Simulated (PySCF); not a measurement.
Sb(OH)2(TeH) (H3O2SbTe), SMILES [OH][Sb]([OH])[TeH].

Coordinates come from a PBE-D3(BJ)/def2-SVP optimisation. The structure was generated by enumeration; whether it is a known compound was not checked. The def2 effective core potentials stand for the cores of Sb, Te; spin–orbit coupling is left out. One conformer was computed; it need not be the lowest.

Two levels are set side by side: PBE/def2-TZVP (PySCF) and M06-2X/def2-TZVP (PySCF). Same geometry, gas phase. Differences are taken from unrounded values.

```csv
quantity,PBE
orbital gap (eV),3.19
highest occupied level (eV),-5.73
lowest empty level (eV),-2.54
dipole moment (D),1.07
mean polarisability (bohr³),92.7
```

Problem. These are the PBE values. What does M06-2X give? (The exact figures need the calculation; the answer reports its results.)

Solution. 
```json
[
 {"quantity": "orbital gap (eV)", "M06-2X": "6.71", "PBE minus M06-2X": "-3.52"},
 {"quantity": "highest occupied level (eV)", "M06-2X": "-7.86", "PBE minus M06-2X": "2.13"},
 {"quantity": "lowest empty level (eV)", "M06-2X": "-1.14", "PBE minus M06-2X": "-1.40"},
 {"quantity": "dipole moment (D)", "M06-2X": "1.14", "PBE minus M06-2X": "-0.08"},
 {"quantity": "mean polarisability (bohr³)", "M06-2X": "89.2", "PBE minus M06-2X": "3.4"}
]
```

PBE's occupied levels lie high since its potential decays too fast outside the molecule; exact exchange lowers them and widens the gap. Loosely held outer electrons make PBE densities more polarisable. Differences between two approximate levels are no errors against the true value.

Rough cost on one machine, each run with all the roots and properties that it gave: M06-2X against PBE about 4 times.
